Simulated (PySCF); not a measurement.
isocyanic acid (CHNO), SMILES N=C=O.

The structure is a stationary point at PBE0-D3(BJ)/def2-TZVP.

Computed with PBE/def2-TZVPD (PySCF).

Symmetry labels are those of the subgroup Cs that the program uses (full group Cs).

Computed valence orbital energies around the gap with their symmetry:
```tsv
orbital	symmetry	energy (eV)
HOMO−7	A'	-28.08
HOMO−6	A'	-23.72
HOMO−5	A'	-15.15
HOMO−4	A'	-12.48
HOMO−3	A"	-11.51
HOMO−2	A'	-11.42
HOMO−1	A'	-8.07
HOMO	A"	-7.43
LUMO	A'	-0.97
LUMO+1	A'	-0.66
LUMO+2	A"	0.42
LUMO+3	A'	1.01
```
